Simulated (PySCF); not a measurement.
C5H6N, SMILES c1cc[nH+]cc1, charge +1. Atoms are numbered in the order given.

```xyz
12

C      0.0000     0.0000     1.4246
C      0.0000     1.2172     0.7208
C      0.0000     1.1947    -0.6720
N      0.0000     0.0000    -1.3152
C      0.0000    -1.1947    -0.6720
C      0.0000    -1.2172     0.7208
H      0.0000     0.0000     2.5253
H      0.0000     2.1834     1.2447
H      0.0000     2.0978    -1.2988
H      0.0000     0.0000    -2.3442
H      0.0000    -2.0978    -1.2988
H      0.0000    -2.1834     1.2447
```
Charge +1, spin multiplicity 1.

The structure is a stationary point at PBE-D3(BJ)/def2-SVP. The isomer is the one that the SMILES or the coordinates give; other isomers of the formula were not compared.

These are PBE-D3(BJ)/def2-SVP in PySCF 2.14.0 values and carry that method's errors.

Frequencies are harmonic and unscaled.

```tsv
mode	ν (cm⁻¹)	IR (km/mol)	moving atoms (share of kinetic energy)
1	380	1.1	C 50 %, H 29 %, N 21 %
2	392	0.0	C 68 %, H 32 %
3	601	0.0	C 65 %, N 26 %, H 9 %
4	626	0.1	C 86 %, H 9 %
5	662	99.1	H 65 %, C 21 %, N 15 %
6	727	55.5	H 51 %, C 44 %
7	834	8.9	H 80 %, N 11 %, C 8 %
8	850	0.0	H 78 %, C 22 %
9	959	1.6	H 75 %, C 21 %
10	975	0.0	H 69 %, C 31 %
11	1000	2.9	C 53 %, N 37 %, H 10 %
12	1018	0.4	H 71 %, C 29 %
13	1019	0.0	C 86 %, H 14 %
14	1050	4.9	H 54 %, C 42 %
15	1055	5.8	H 59 %, C 36 %
16	1149	1.1	H 95 %
17	1180	1.0	H 85 %, C 15 %
18	1261	0.3	H 86 %, N 11 %
19	1339	0.5	H 68 %, C 30 %
20	1394	9.1	C 71 %, N 16 %, H 13 %
21	1466	20.6	C 53 %, H 42 %
22	1522	53.1	C 52 %, H 43 %
23	1611	18.3	C 58 %, N 26 %, H 16 %
24	1637	27.1	C 84 %, H 11 %
25	3146	1.4	H 92 %, C 8 %
26	3162	0.5	H 92 %, C 8 %
27	3163	20.0	H 91 %, C 9 %
28	3171	37.6	H 91 %, C 9 %
29	3173	0.1	H 91 %, C 9 %
30	3466	171.0	H 93 %
```
